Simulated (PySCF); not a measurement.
Fractional electron number in Pd⁻ (palladium, charge -1)

The 5s alpha orbital of [Kr] 4d10 5s1 is emptied in steps (occupation f), with all orbitals relaxed, ending at [Kr] 4d10. Computed with PySCF 2.14 in def2-TZVPPD with the def2 core potential (28 electrons) (6s4p3d2f1g, 56 functions), with a scalar-relativistic core potential. The exact energy is a straight line in f; departures are measured from the line between the end points of the same method.

| f | UHF (eV) | LDA (eV) | PBE (eV) | PBE0 (eV) | r2SCAN (eV) | LC-wPBE (eV) | BHandHLYP (eV) | wB97X (eV) | TPSS (eV) | B3LYP (eV) |
| --- | --- | --- | --- | --- | --- | --- | --- | --- | --- | --- |
| 1 | 0.000 | 0.000 | 0.000 | 0.000 | 0.000 | 0.000 | 0.000 | 0.000 | 0.000 | 0.000 |
| 0.75 | 0.010 | -0.495 | -0.483 | -0.342 | -0.440 | 0.016 | -0.233 | -0.036 | -0.466 | -0.388 |
| 0.5 | 0.013 | -0.670 | -0.652 | -0.458 | -0.591 | 0.023 | -0.312 | -0.047 | -0.628 | -0.522 |
| 0.25 | 0.010 | -0.509 | -0.494 | -0.345 | -0.447 | 0.017 | -0.236 | -0.034 | -0.476 | -0.395 |
| 0 | 0.000 | 0.000 | 0.000 | 0.000 | 0.000 | 0.000 | 0.000 | 0.000 | 0.000 | 0.000 |

```json
{"method": "UHF", "E(f=0) − E(f=1) (eV)": "-0.761", "−ε at f=1 (eV)": "-0.706", "−ε at f=0.5 (eV)": "-0.762"}
{"method": "LDA", "E(f=0) − E(f=1) (eV)": "0.747", "−ε at f=1 (eV)": "-1.858", "−ε at f=0.5 (eV)": "0.712"}
{"method": "PBE", "E(f=0) − E(f=1) (eV)": "0.515", "−ε at f=1 (eV)": "-2.029", "−ε at f=0.5 (eV)": "0.485"}
{"method": "PBE0", "E(f=0) − E(f=1) (eV)": "0.254", "−ε at f=1 (eV)": "-1.555", "−ε at f=0.5 (eV)": "0.243"}
{"method": "r2SCAN", "E(f=0) − E(f=1) (eV)": "0.421", "−ε at f=1 (eV)": "-1.888", "−ε at f=0.5 (eV)": "0.402"}
{"method": "LC-wPBE", "E(f=0) − E(f=1) (eV)": "-0.051", "−ε at f=1 (eV)": "0.024", "−ε at f=0.5 (eV)": "-0.047"}
{"method": "BHandHLYP", "E(f=0) − E(f=1) (eV)": "0.001", "−ε at f=1 (eV)": "-1.236", "−ε at f=0.5 (eV)": "-0.006"}
{"method": "wB97X", "E(f=0) − E(f=1) (eV)": "-0.050", "−ε at f=1 (eV)": "-0.242", "−ε at f=0.5 (eV)": "-0.045"}
{"method": "TPSS", "E(f=0) − E(f=1) (eV)": "0.354", "−ε at f=1 (eV)": "-2.104", "−ε at f=0.5 (eV)": "0.329"}
{"method": "B3LYP", "E(f=0) − E(f=1) (eV)": "0.408", "−ε at f=1 (eV)": "-1.639", "−ε at f=0.5 (eV)": "0.387"}
```

Orbital energy along the path (eV):

```tsv
f	UHF	LDA	PBE	PBE0	r2SCAN	LC-wPBE	BHandHLYP	wB97X	TPSS	B3LYP
1	0.706	1.858	2.029	1.555	1.888	-0.024	1.236	0.242	2.104	1.639
0.75	0.735	0.601	0.798	0.667	0.766	0.004	0.625	0.144	0.909	0.641
0.5	0.762	-0.712	-0.485	-0.243	-0.402	0.047	0.006	0.045	-0.329	-0.387
0.25	0.787	-2.079	-1.815	-1.172	-1.599	0.098	-0.623	-0.046	-1.605	-1.447
0	0.811	-3.488	-3.165	-2.076	-2.817	0.137	-1.265	-0.078	-2.903	-2.533
```

At f = 1 the orbital energy is positive for UHF, LDA, PBE, PBE0, r2SCAN, BHandHLYP, wB97X, TPSS, B3LYP: only the finite basis holds the electron.

Reference removal energy between the ground levels: 0.562 eV (measured; photodetachment measurements, as compiled on the Wikipedia data page of electron affinities). UHF lacks correlation.
